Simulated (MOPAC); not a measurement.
A run for MOPAC: AM1 on CH8Si (a complex).

```
AM1 1SCF PRECISE CHARGE=0 THREADS=1
CH8Si

C      0.08907237 1    -0.04279987 1    -0.04091320 1
H     -0.95281287 1     0.05251676 1     0.26175068 1
H      0.50384399 1    -0.96267908 1     0.36889348 1
H      0.14996931 1    -0.07019624 1    -1.12800003 1
H      0.65536519 1     0.80919831 1     0.33271602 1
Si    -0.08818245 1     0.04291296 1     3.73985581 1
H      0.44017112 1    -1.26820586 1     3.30222162 1
H     -1.44211096 1     0.24398247 1     3.17755643 1
H      0.80904705 1     1.12090152 1     3.26807717 1
H     -0.16014441 1     0.07524157 1     5.21861251 1
```

The log:

```
*******************************************************************************
 **                                                                           **
 **                              MOPAC v23.2.5                                **
 **                                                                           **
 *******************************************************************************
 ** MOPAC's Digital Object Identifier: https://doi.org/10.5281/zenodo.6511958 **
 **                                                                           **
 ** Please cite the open-source release paper for use of this MOPAC version:  **
 ** J. E. Moussa and J. J. P. Stewart (2026)                                  **
 ** MOPAC: An open-source semiempirical molecular orbital program             **
 ** J. Open Source Softw., 11(119), 8025, https://doi.org/10.21105/joss.08025 **
 *******************************************************************************

                              AM1 CALCULATION RESULTS

 *******************************************************************************
 *  AM1        - The AM1 Hamiltonian to be used
 *
 *
 *
 *                 CHARGE ON SYSTEM = 0
 *
 *
 *
 *  PRECISE    - TIGHTER CRITERIA TO BE USED
 *  1SCF       - DO 1 SCF AND THEN STOP
 *  THREADS=1  - MULTI-THREADING NOT USED
 *  T=         - A TIME OF 172800.0 SECONDS REQUESTED
 *  DUMP=N     - RESTART FILE WRITTEN EVERY 7200.0 SECONDS REQUESTED
 *******************************************************************************
AM1 1SCF PRECISE CHARGE=0 THREADS=1
 CH8Si

   ATOM   CHEMICAL          X               Y               Z
  NUMBER   SYMBOL      (ANGSTROMS)     (ANGSTROMS)     (ANGSTROMS)

     1       C          0.08907237  *  -0.04279987  *  -0.04091320  *
     2       H         -0.95281287  *   0.05251676  *   0.26175068  *
     3       H          0.50384399  *  -0.96267908  *   0.36889348  *
     4       H          0.14996931  *  -0.07019624  *  -1.12800003  *
     5       H          0.65536519  *   0.80919831  *   0.33271602  *
     6      Si         -0.08818245  *   0.04291296  *   3.73985581  *
     7       H          0.44017112  *  -1.26820586  *   3.30222162  *
     8       H         -1.44211096  *   0.24398247  *   3.17755643  *
     9       H          0.80904705  *   1.12090152  *   3.26807717  *
    10       H         -0.16014441  *   0.07524157  *   5.21861251  *



          CARTESIAN COORDINATES

    NO.       ATOM           X           Y           Z

     1         C          0.0891     -0.0428     -0.0409
     2         H         -0.9528      0.0525      0.2618
     3         H          0.5038     -0.9627      0.3689
     4         H          0.1500     -0.0702     -1.1280
     5         H          0.6554      0.8092      0.3327
     6        Si         -0.0882      0.0429      3.7399
     7         H          0.4402     -1.2682      3.3022
     8         H         -1.4421      0.2440      3.1776
     9         H          0.8090      1.1209      3.2681
    10         H         -0.1601      0.0752      5.2186

  H: (AM1): M.J.S. DEWAR ET AL, J. AM. CHEM. SOC. 107 3902-3909 (1985)
  C: (AM1): M.J.S. DEWAR ET AL, J. AM. CHEM. SOC. 107 3902-3909 (1985)
 Si: (AM1): M.J.S.DEWAR, C. JIE, ORGANOMETALLICS, 6, 1486-1490 (1987).

           Empirical Formula: C H8 Si  =    10 atoms



      MOLECULAR POINT GROUP   :   C3


      RHF CALCULATION, NO. OF DOUBLY OCCUPIED LEVELS = 8


 -------------------------------------------------------------------------------
 AM1 1SCF PRECISE CHARGE=0 THREADS=1
 CH8Si



     1SCF WAS SPECIFIED, SO BFGS WAS NOT USED
     SCF FIELD WAS ACHIEVED


                              AM1 CALCULATION
                                                       MOPAC v23.2.5 Linux




          FINAL HEAT OF FORMATION =         -3.00739 KCAL/MOL =     -12.58291 KJ/MOL


          COSMO AREA              =        121.59 SQUARE ANGSTROMS
          COSMO VOLUME            =        107.45 CUBIC ANGSTROMS

          IONIZATION POTENTIAL    =         12.213400 EV
          HOMO LUMO ENERGIES (EV) =        -12.213  1.597
          NO. OF FILLED LEVELS    =          8
          MOLECULAR WEIGHT        =         48.1597         POINT GROUP:  C3

          MOLECULAR DIMENSIONS (Angstroms)

            Atom       Atom       Distance
            H    10    H     4     6.35585
            H     7    H     8     2.41769
            H     7    H     9     2.09372


          SCF CALCULATIONS        =          1





   ATOM   CHEMICAL          X               Y               Z
  NUMBER   SYMBOL      (ANGSTROMS)     (ANGSTROMS)     (ANGSTROMS)

     1       C          0.08907237  *  -0.04279987  *  -0.04091320  *
     2       H         -0.95281287  *   0.05251676  *   0.26175068  *
     3       H          0.50384399  *  -0.96267908  *   0.36889348  *
     4       H          0.14996931  *  -0.07019624  *  -1.12800003  *
     5       H          0.65536519  *   0.80919831  *   0.33271602  *
     6      Si         -0.08818245  *   0.04291296  *   3.73985581  *
     7       H          0.44017112  *  -1.26820586  *   3.30222162  *
     8       H         -1.44211096  *   0.24398247  *   3.17755643  *
     9       H          0.80904705  *   1.12090152  *   3.26807717  *
    10       H         -0.16014441  *   0.07524157  *   5.21861251  *

                             CARTESIAN COORDINATES

   1    C        0.089072370    -0.042799870    -0.040913200
   2    H       -0.952812870     0.052516760     0.261750680
   3    H        0.503843990    -0.962679080     0.368893480
   4    H        0.149969310    -0.070196240    -1.128000030
   5    H        0.655365190     0.809198310     0.332716020
   6   Si       -0.088182450     0.042912960     3.739855810
   7    H        0.440171120    -1.268205860     3.302221620
   8    H       -1.442110960     0.243982470     3.177556430
   9    H        0.809047050     1.120901520     3.268077170
  10    H       -0.160144410     0.075241570     5.218612510


           Empirical Formula: C H8 Si  =    10 atoms



      MOLECULAR POINT GROUP   :   C3


                  EIGENVALUES
 -29.37469 -16.04768 -13.50719 -13.47588 -13.47510 -12.28473 -12.28453 -12.21340
   1.59702   1.59709   1.59757   2.09871   4.71768   4.71793   4.71870   5.35101


              NET ATOMIC CHARGES AND DIPOLE CONTRIBUTIONS

  ATOM NO.   TYPE          CHARGE      No. of ELECS.   s-Pop       p-Pop
    1          C          -0.266284        4.2663     1.21780     3.04848
    2          H           0.066578        0.9334     0.93342
    3          H           0.066538        0.9335     0.93346
    4          H           0.067189        0.9328     0.93281
    5          H           0.066526        0.9335     0.93347
    6         Si           0.605506        3.3945     0.87156     2.52293
    7          H          -0.151213        1.1512     1.15121
    8          H          -0.151187        1.1512     1.15119
    9          H          -0.151216        1.1512     1.15122
   10          H          -0.152439        1.1524     1.15244
 DIPOLE           X         Y         Z       TOTAL
 POINT-CHG.     0.001    -0.001    -0.028     0.028
 HYBRID         0.000    -0.000    -0.004     0.004
 SUM            0.001    -0.001    -0.031     0.031


          ATOMIC ORBITAL ELECTRON POPULATIONS

     Atom    s        px        py        pz
    1  C   1.21780   1.01561   1.01555   1.01732
    2  H   0.93342
    3  H   0.93346
    4  H   0.93281
    5  H   0.93347
    6 Si   0.87156   0.84140   0.84137   0.84016
    7  H   1.15121
    8  H   1.15119
    9  H   1.15122
   10  H   1.15244

 **********************
 *                    *
 * JOB ENDED NORMALLY *
 *                    *
 **********************




 == MOPAC DONE ==
```

The run finished.

Cost: around 0.03 core-seconds (rough).
